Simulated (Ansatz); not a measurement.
A short molecular-dynamics run on `Cc1ccnc(C)c1`.

```yaml
crystal:
  periodic: [false, false, false]
  atoms:
    - {symbol: C, position_ang: [1.438880, -2.082921, -0.130321]}
    - {symbol: C, position_ang: [0.851570, -0.709906, -0.048246]}
    - {symbol: C, position_ang: [1.656546, 0.417453, 0.063878]}
    - {symbol: C, position_ang: [1.056448, 1.661282, 0.158460]}
    - {symbol: N, position_ang: [-0.256092, 1.855077, 0.147838]}
    - {symbol: C, position_ang: [-1.039775, 0.782582, 0.038125]}
    - {symbol: C, position_ang: [-2.514347, 1.032328, 0.025204]}
    - {symbol: C, position_ang: [-0.521280, -0.504702, -0.061674]}
    - {symbol: H, position_ang: [0.711200, -2.806712, -0.499679]}
    - {symbol: H, position_ang: [2.310467, -2.101493, -0.787831]}
    - {symbol: H, position_ang: [1.770403, -2.417865, 0.857083]}
    - {symbol: H, position_ang: [2.737493, 0.331137, 0.075047]}
    - {symbol: H, position_ang: [1.669410, 2.555099, 0.244965]}
    - {symbol: H, position_ang: [-3.082051, 0.105496, -0.063907]}
    - {symbol: H, position_ang: [-2.816238, 1.544442, 0.941770]}
    - {symbol: H, position_ang: [-2.776851, 1.688415, -0.807998]}
    - {symbol: H, position_ang: [-1.195773, -1.349722, -0.152706]}
basis:
  gaussian: {orbitals: def2-SVP}
magnetization: {spin_polarized: true, initial_magnetization: 0}
hamiltonian: {xc: {name: BLYP}}
md: {timestep: 0.5 fs, n_steps: 20, ensemble: nvt_nose_hoover, temperature: 700, initial_velocities: maxwell_boltzmann, seed: 935}
```

```sh
$ ansatz run in.yaml --threads 2 --pin off --events-out ev --progress --plain --max-ram 32768MiB --backend cpu
```

```tsv
step	time (fs)	potential energy (eV)	kinetic (eV)	T (K)	conserved (eV)
0	0.0	-8885.1137	1.3572	700	-8883.7564
1	0.5	-8885.0429	1.2879	664	-8883.7550
2	1.0	-8884.9120	1.1597	598	-8883.7524
3	1.5	-8884.7618	1.0122	522	-8883.7496
4	2.0	-8884.6348	0.8869	457	-8883.7479
5	2.5	-8884.5568	0.8090	417	-8883.7479
6	3.0	-8884.5282	0.7791	402	-8883.7493
7	3.5	-8884.5287	0.7780	401	-8883.7509
8	4.0	-8884.5321	0.7802	402	-8883.7521
9	4.5	-8884.5189	0.7668	395	-8883.7525
10	5.0	-8884.4818	0.7301	377	-8883.7522
11	5.5	-8884.4233	0.6722	347	-8883.7517
12	6.0	-8884.3510	0.6006	310	-8883.7511
13	6.5	-8884.2748	0.5252	271	-8883.7504
14	7.0	-8884.2062	0.4576	236	-8883.7496
15	7.5	-8884.1605	0.4131	213	-8883.7485
16	8.0	-8884.1552	0.4089	211	-8883.7476
17	8.5	-8884.2048	0.4586	237	-8883.7475
18	9.0	-8884.3096	0.5624	290	-8883.7488
19	9.5	-8884.4497	0.7004	361	-8883.7511
20	10.0	-8884.5887	0.8372	432	-8883.7537
```

Velocities are drawn at the set temperature; a run this short doesn't reach equilibrium.

Frames (Å, forces in eV/Å):

```xyz
17
time=0.0 fs
C     1.439   -2.083   -0.130   -0.023   -0.003   -0.042
C     0.852   -0.710   -0.048    0.225   -0.506   -0.049
C     1.657    0.417    0.064    0.498   -0.012    0.010
C     1.056    1.661    0.158    0.285    0.468    0.047
N    -0.256    1.855    0.148   -0.311    0.924    0.071
C    -1.040    0.783    0.038   -0.545    0.036   -0.001
C    -2.514    1.032    0.025   -0.089   -0.094   -0.011
C    -0.521   -0.505   -0.062   -0.296   -0.361   -0.038
H     0.711   -2.807   -0.500   -0.335   -0.413   -0.177
H     2.310   -2.101   -0.788    0.464   -0.057   -0.317
H     1.770   -2.418    0.857    0.198   -0.217    0.493
H     2.737    0.331    0.075    0.577   -0.044    0.007
H     1.669    2.555    0.245    0.398    0.504    0.051
H    -3.082    0.105   -0.064   -0.342   -0.434   -0.044
H    -2.816    1.544    0.942   -0.193    0.290    0.449
H    -2.777    1.688   -0.808   -0.174    0.360   -0.404
H    -1.196   -1.350   -0.153   -0.339   -0.441   -0.048
17
time=1.0 fs
C     1.433   -2.087   -0.132   -0.940    0.333    0.457
C     0.851   -0.709   -0.048    0.335   -0.475   -0.153
C     1.651    0.423    0.070   -0.440   -0.228   -0.157
C     1.057    1.671    0.155    0.074   -0.939    0.019
N    -0.246    1.848    0.150   -0.919    1.330    0.103
C    -1.030    0.778    0.043   -1.271    0.463    0.044
C    -2.521    1.028    0.029   -0.121   -1.071   -0.766
C    -0.516   -0.496   -0.070   -1.275   -1.970   -0.042
H     0.715   -2.822   -0.501   -0.317   -0.357   -0.047
H     2.285   -2.098   -0.759    1.484   -0.064   -1.190
H     1.791   -2.376    0.850    0.182   -0.472    0.830
H     2.703    0.328    0.050    1.728   -0.090    0.066
H     1.674    2.521    0.241    1.040    1.677    0.134
H    -3.122    0.083   -0.064    0.288    0.421    0.066
H    -2.846    1.573    0.893   -0.278    0.523    1.187
H    -2.774    1.684   -0.807   -0.132    0.257   -0.562
H    -1.223   -1.375   -0.149    0.561    0.662    0.013
17
time=2.0 fs
C     1.427   -2.092   -0.133   -1.366    0.437    0.866
C     0.850   -0.709   -0.047    0.396   -0.444   -0.248
C     1.646    0.429    0.076   -0.747   -0.478   -0.293
C     1.058    1.680    0.152    0.175   -1.745    0.038
N    -0.236    1.842    0.153   -1.506    1.685    0.137
C    -1.021    0.774    0.047   -1.899    0.881    0.093
C    -2.527    1.022    0.032   -0.243   -1.433   -1.157
C    -0.511   -0.489   -0.078   -1.886   -3.097    0.007
H     0.715   -2.841   -0.503   -0.198   -0.201    0.119
H     2.273   -2.095   -0.742    2.016   -0.064   -1.678
H     1.813   -2.338    0.850    0.068   -0.613    0.829
H     2.684    0.325    0.025    2.256   -0.098    0.091
H     1.688    2.502    0.239    1.327    2.272    0.165
H    -3.159    0.064   -0.064    0.765    1.010    0.149
H    -2.878    1.606    0.856   -0.228    0.511    1.433
H    -2.773    1.683   -0.811   -0.053    0.044   -0.562
H    -1.245   -1.394   -0.146    1.122    1.333    0.011
17
time=3.0 fs
C     1.420   -2.096   -0.134   -0.826    0.399    0.915
C     0.849   -0.708   -0.047    0.394   -0.416   -0.332
C     1.640    0.434    0.082   -0.068   -0.800   -0.457
C     1.060    1.687    0.149    0.851   -1.569    0.143
N    -0.227    1.837    0.156   -2.034    1.963    0.168
C    -1.013    0.770    0.052   -2.387    1.228    0.131
C    -2.534    1.015    0.034   -0.455   -1.064   -1.105
C    -0.508   -0.484   -0.086   -2.153   -3.709    0.094
H     0.714   -2.862   -0.504   -0.039    0.003    0.281
H     2.280   -2.093   -0.740    1.642   -0.075   -1.484
H     1.835   -2.306    0.858   -0.143   -0.669    0.504
H     2.686    0.320    0.001    1.815   -0.022    0.153
H     1.714    2.505    0.238    0.947    1.931    0.102
H    -3.189    0.055   -0.062    1.038    1.273    0.197
H    -2.912    1.643    0.831    0.022    0.156    1.144
H    -2.772    1.682   -0.820    0.040   -0.224   -0.424
H    -1.257   -1.401   -0.142    1.356    1.594   -0.029
17
time=4.0 fs
C     1.412   -2.099   -0.134    0.415    0.333    0.671
C     0.849   -0.709   -0.047    0.335   -0.389   -0.404
C     1.634    0.438    0.087    1.231   -1.144   -0.674
C     1.062    1.693    0.145    1.831   -0.760    0.298
N    -0.220    1.833    0.159   -2.447    2.150    0.194
C    -1.008    0.767    0.056   -2.706    1.453    0.146
C    -2.541    1.008    0.035   -0.634   -0.187   -0.820
C    -0.507   -0.482   -0.095   -2.127   -3.809    0.209
H     0.712   -2.882   -0.502    0.104    0.199    0.403
H     2.302   -2.092   -0.752    0.619   -0.104   -0.812
H     1.857   -2.281    0.871   -0.394   -0.687    0.019
H     2.705    0.316   -0.021    0.752    0.112    0.285
H     1.749    2.525    0.238    0.114    0.989   -0.020
H    -3.210    0.058   -0.058    1.102    1.221    0.213
H    -2.946    1.682    0.818    0.385   -0.397    0.599
H    -2.771    1.678   -0.833    0.120   -0.477   -0.215
H    -1.255   -1.393   -0.139    1.300    1.496   -0.092
17
time=5.0 fs
C     1.405   -2.102   -0.134    1.712    0.303    0.388
C     0.849   -0.709   -0.048    0.233   -0.355   -0.463
C     1.629    0.442    0.092    2.507   -1.412   -0.902
C     1.065    1.699    0.142    2.610    0.071    0.439
N    -0.214    1.831    0.162   -2.684    2.242    0.214
C    -1.004    0.766    0.061   -2.845    1.527    0.133
C    -2.549    1.000    0.036   -0.600    0.902   -0.527
C    -0.507   -0.484   -0.103   -1.789   -3.350    0.350
H     0.711   -2.901   -0.496    0.192    0.348    0.469
H     2.330   -2.091   -0.772   -0.452   -0.144   -0.087
H     1.874   -2.262    0.884   -0.608   -0.696   -0.435
H     2.732    0.312   -0.041   -0.325    0.235    0.444
H     1.785    2.555    0.238   -0.713    0.023   -0.137
H    -3.219    0.072   -0.052    0.944    0.862    0.199
H    -2.977    1.717    0.810    0.720   -0.918    0.091
H    -2.769    1.670   -0.849    0.165   -0.657   -0.009
H    -1.242   -1.370   -0.137    0.934    1.018   -0.167
17
time=6.0 fs
C     1.398   -2.105   -0.133    2.668    0.324    0.189
C     0.850   -0.710   -0.048    0.099   -0.312   -0.507
C     1.626    0.444    0.096    3.381   -1.537   -1.088
C     1.070    1.704    0.140    2.915    0.594    0.534
N    -0.210    1.830    0.165   -2.714    2.245    0.225
C    -1.003    0.766    0.066   -2.812    1.449    0.088
C    -2.557    0.993    0.036   -0.245    2.018   -0.308
C    -0.509   -0.487   -0.110   -1.077   -2.269    0.514
H     0.712   -2.916   -0.486    0.209    0.425    0.472
H     2.354   -2.092   -0.793   -1.213   -0.179    0.446
H     1.886   -2.249    0.893   -0.735   -0.701   -0.735
H     2.755    0.311   -0.056   -1.069    0.302    0.578
H     1.814    2.586    0.237   -1.276   -0.669   -0.214
H    -3.220    0.095   -0.044    0.557    0.205    0.161
H    -3.000    1.744    0.804    0.942   -1.263   -0.243
H    -2.765    1.656   -0.864    0.169   -0.732    0.133
H    -1.219   -1.338   -0.136    0.202    0.101   -0.246
17
time=7.0 fs
C     1.394   -2.108   -0.132    3.199    0.392    0.055
C     0.850   -0.711   -0.049   -0.052   -0.260   -0.532
C     1.626    0.445    0.100    3.766   -1.503   -1.208
C     1.078    1.711    0.138    2.734    0.749    0.583
N    -0.208    1.831    0.168   -2.549    2.175    0.228
C    -1.004    0.766    0.071   -2.628    1.248    0.017
C    -2.565    0.988    0.036    0.399    3.010   -0.164
C    -0.511   -0.493   -0.118   -0.032   -0.669    0.690
H     0.715   -2.928   -0.471    0.151    0.423    0.418
H     2.366   -2.095   -0.809   -1.606   -0.203    0.743
H     1.890   -2.244    0.896   -0.748   -0.700   -0.825
H     2.769    0.312   -0.066   -1.408    0.304    0.657
H     1.832    2.610    0.233   -1.539   -1.047   -0.247
H    -3.216    0.119   -0.035   -0.001   -0.657    0.114
H    -3.015    1.759    0.795    1.027   -1.386   -0.382
H    -2.760    1.635   -0.878    0.132   -0.692    0.174
H    -1.195   -1.305   -0.137   -0.844   -1.183   -0.319
17
time=8.0 fs
C     1.393   -2.111   -0.131    3.324    0.489   -0.067
C     0.850   -0.712   -0.051   -0.189   -0.202   -0.533
C     1.628    0.445    0.102    3.672   -1.318   -1.256
C     1.088    1.717    0.136    2.150    0.558    0.594
N    -0.208    1.834    0.171   -2.232    2.044    0.222
C    -1.007    0.768    0.076   -2.325    0.979   -0.072
C    -2.573    0.985    0.036    1.119    3.592   -0.107
C    -0.514   -0.499   -0.125    0.924    0.889    0.850
H     0.720   -2.935   -0.452    0.030    0.353    0.319
H     2.364   -2.099   -0.819   -1.669   -0.214    0.828
H     1.888   -2.245    0.890   -0.641   -0.686   -0.691
H     2.769    0.317   -0.070   -1.356    0.246    0.674
H     1.835    2.624    0.228   -1.531   -1.136   -0.244
H    -3.212    0.137   -0.025   -0.523   -1.444    0.083
H    -3.020    1.760    0.783    0.973   -1.273   -0.331
H    -2.753    1.607   -0.891    0.061   -0.549    0.101
H    -1.179   -1.284   -0.142   -1.787   -2.327   -0.372
17
time=9.0 fs
C     1.394   -2.113   -0.130    3.039    0.590   -0.192
C     0.851   -0.714   -0.053   -0.274   -0.139   -0.501
C     1.634    0.444    0.103    3.104   -1.003   -1.226
C     1.100    1.724    0.135    1.239    0.028    0.569
N    -0.209    1.837    0.175   -1.825    1.862    0.208
C    -1.013    0.771    0.080   -1.935    0.702   -0.164
C    -2.580    0.985    0.036    1.603    3.361   -0.188
C    -0.516   -0.505   -0.131    1.086    1.528    0.964
H     0.724   -2.940   -0.430   -0.129    0.245    0.194
H     2.345   -2.106   -0.821   -1.422   -0.214    0.704
H     1.880   -2.253    0.878   -0.419   -0.660   -0.342
H     2.757    0.323   -0.067   -0.913    0.134    0.621
H     1.823    2.628    0.219   -1.261   -0.930   -0.206
H    -3.212    0.141   -0.014   -0.699   -1.746    0.093
H    -3.016    1.750    0.767    0.775   -0.906   -0.081
H    -2.746    1.575   -0.903   -0.036   -0.333   -0.067
H    -1.180   -1.284   -0.150   -1.933   -2.516   -0.387
17
time=10.0 fs
C     1.398   -2.114   -0.129    2.309    0.660   -0.253
C     0.851   -0.715   -0.055   -0.285   -0.072   -0.436
C     1.642    0.442    0.103    2.067   -0.592   -1.119
C     1.112    1.732    0.134    0.053   -0.855    0.512
N    -0.212    1.842    0.179   -1.386    1.630    0.186
C    -1.019    0.774    0.085   -1.487    0.449   -0.254
C    -2.586    0.988    0.036    1.716    2.175   -0.458
C    -0.517   -0.509   -0.136    0.299    1.041    1.011
H     0.728   -2.941   -0.407   -0.289    0.140    0.064
H     2.314   -2.114   -0.816   -0.843   -0.206    0.341
H     1.867   -2.267    0.863   -0.113   -0.622    0.165
H     2.736    0.331   -0.058   -0.077   -0.025    0.501
H     1.800    2.623    0.209   -0.715   -0.389   -0.137
H    -3.219    0.129   -0.002   -0.403   -1.375    0.136
H    -3.004    1.731    0.751    0.430   -0.287    0.369
H    -2.739    1.539   -0.915   -0.144   -0.092   -0.275
H    -1.198   -1.308   -0.162   -1.131   -1.582   -0.352
```

It took 100 s on 2 threads of an AMD EPYC 7R13 on a shared host, with 0.3 GiB of host memory at the peak.
